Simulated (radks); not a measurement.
The numbers below are computed, except where a source is named.
Effect of the nuclear size on the indium ion In3+, [Kr] 4d10. Code: a radial shooting solver on a logarithmic mesh with Libxc functionals. Model: Dirac Kohn-Sham, LDA (Slater exchange, Perdew-Wang correlation), spin-unpolarised, spherical densities, finite nucleus; Fermi nuclear charge, rms radius 4.6156 fm. The rms radius is varied about that value; shifts are against it.

rms radius (fm)  total energy shift (eV)  density at nucleus (e/bohr^3)  1s1/2 shift (meV)  2s1/2 shift (meV)  4s1/2 shift (meV)  4p1/2 shift (meV)  5s1/2 (empty) shift (meV)
3.8079                             -1.16                       1.79e+05               -488              -55.5              -2.13              0.072                     -0.303
4.1633                            -0.674                      1.766e+05               -283              -32.2              -1.23              0.042                     -0.176
4.6156                                 0                       1.74e+05              0.000              0.000              0.000              0.000                      0.000
5.0402                             0.686                      1.717e+05                289               32.8               1.26             -0.043                      0.179
5.3264                              1.18                      1.703e+05                495               56.3               2.16             -0.073                      0.307

Slopes of the eigenvalues against <r^2> in GHz/fm^2, as finite differences over the two radii next to the reference (eigenvalue slopes, not the field-shift constants of lines): 1s1/2 17100, 2s1/2 1950, 4s1/2 74.6, 4p1/2 -2.54, 5s1/2 (empty) 10.6.
